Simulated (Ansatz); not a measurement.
Level of theory: frozen-core CCSD(T)/cc-pVTZ // r2SCAN-D4/def2-TZVP (Ansatz, a first-principles code).

Ansatz 0.2 input:
```yaml
crystal:
  periodic: [false, false, false]
  atoms:
    - { symbol: B, position_ang: [-1.557995, 0.217402, 0.027093] }
    - { symbol: N, position_ang: [-0.173325, 0.141895, -0.042824] }
    - { symbol: C, position_ang: [1.015624, -0.016232, -0.067053] }
    - { symbol: N, position_ang: [2.236831, -0.009363, -0.159093] }
    - { symbol: H, position_ang: [-2.171294, -0.721001, 0.442758] }
    - { symbol: H, position_ang: [-2.099903, 1.220368, -0.330824] }
    - { symbol: H, position_ang: [2.750063, -0.833069, 0.129942] }
basis:
  gaussian: { orbitals: cc-pVTZ }
correlation:
  method: ccsd_t
```

Output:

```
Functional definition: HF
944 factors; integrals over basis functions are off by at most 1.3e-3 eV
mean field evaluation 1: about -4712.0017 eV, gradient 3.4e1 eV
mean field evaluation 2: about -4712.0052 eV, gradient 3.4e1 eV
mean field evaluation 4: about -4714.4836 eV, gradient 3.4e0 eV
mean field evaluation 8: about -4714.5300 eV, gradient 1.7e-1 eV
mean field evaluation 16: about -4714.5207 eV, gradient 9.5e-1 eV
mean field -4714.53044882 eV, -173.2557983707 hartree, gradient 5.3e-6 eV, S^2 0.000000; 0 other end points of the search recorded, 0 dependent functions left out
4 core orbitals not correlated
reference -4714.53044882 eV, -173.2557983707 hartree; 10, 10 occupied and 148, 148 virtual orbitals, 944 factors
second order -17.53970332 eV of doubles, -0.00000000 eV of singles
cycle   1  -17.28468273 eV  change    2.6e-1 eV  update   1.1e-1
cycle   2  -17.80471335 eV  change   -5.2e-1 eV  update   3.8e-2
cycle   3  -17.94169854 eV  change   -1.4e-1 eV  update   1.9e-2
cycle   4  -17.92684384 eV  change    1.5e-2 eV  update   5.6e-3
cycle   5  -17.92488721 eV  change    2.0e-3 eV  update   3.0e-3
cycle   6  -17.92604204 eV  change   -1.2e-3 eV  update   1.0e-3
cycle   7  -17.92576399 eV  change    2.8e-4 eV  update   5.3e-4
cycle   8  -17.92558681 eV  change    1.8e-4 eV  update   1.6e-4
cycle   9  -17.92568779 eV  change   -1.0e-4 eV  update   7.8e-5
cycle  10  -17.92568548 eV  change    2.3e-6 eV  update   2.7e-5
cycle  11  -17.92568198 eV  change    3.5e-6 eV  update   1.2e-5
perturbative correction -0.90103551 eV, -0.0331124442 hartree
Total energy: -4733.35716632 eV, -173.9476674774 hartree
```

Cost: very roughly 40 core-seconds.
